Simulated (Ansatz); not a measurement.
Ansatz (a program for electronic structure) input (CCSD(T)/6-31G*):

Ansatz 0.2 input:
```yaml
crystal:
  periodic: [false, false, false]
  atoms:
    - {symbol: Si, position_ang: [0.03859905, -0.00612302, 0.01719722]}
    - {symbol: F, position_ang: [-0.14516355, -0.73927887, 1.42917842]}
    - {symbol: N, position_ang: [1.55601117, -0.58184171, -0.59796249]}
    - {symbol: N, position_ang: [-0.02434200, 1.69298845, 0.11230577]}
    - {symbol: N, position_ang: [-1.27170001, -0.54986584, -0.92761009]}
    - {symbol: H, position_ang: [2.02172364, 0.03653493, -1.26409104]}
    - {symbol: H, position_ang: [-0.82239411, 2.15804930, 0.51783253]}
    - {symbol: H, position_ang: [0.81631946, 2.23404156, 0.23602177]}
    - {symbol: H, position_ang: [-1.49554031, -0.10764501, -1.80405593]}
    - {symbol: H, position_ang: [-1.57380778, -1.51071501, -0.89620642]}
basis:
  gaussian:
    orbitals: 6-31G*
magnetization: {spin_polarized: true, initial_magnetization: 1}
correlation: {method: ccsd_t, electrons: outside_noble_gas}
```

End of the output:

```
second order -19.24574833 eV of doubles, -0.00000000 eV of singles
coupled cluster: 0.70 GiB planned
cycle   1  -20.33701052 eV  change   -7.4e-4 eV  update   2.1e-3
cycle   2  -20.33773917 eV  change   -7.3e-4 eV  update   1.7e-3
cycle   3  -20.33713404 eV  change    6.1e-4 eV  update   1.0e-3
cycle   4  -20.33781068 eV  change   -6.8e-4 eV  update   6.7e-4
cycle   5  -20.33865760 eV  change   -8.5e-4 eV  update   5.4e-4
cycle   6  -20.33911939 eV  change   -4.6e-4 eV  update   4.4e-4
cycle   7  -20.33840347 eV  change    7.2e-4 eV  update   2.0e-4
cycle   8  -20.33818094 eV  change    2.2e-4 eV  update   8.4e-5
cycle   9  -20.33826994 eV  change   -8.9e-5 eV  update   4.9e-5
cycle  10  -20.33833251 eV  change   -6.3e-5 eV  update   2.3e-5
cycle  11  -20.33834459 eV  change   -1.2e-5 eV  update   1.1e-5
perturbative correction -0.40976602 eV, -0.0150586234 hartree
Total energy: -15115.50480933 eV, -555.4845560857 hartree
```

It need not be the lowest isomer of its formula.
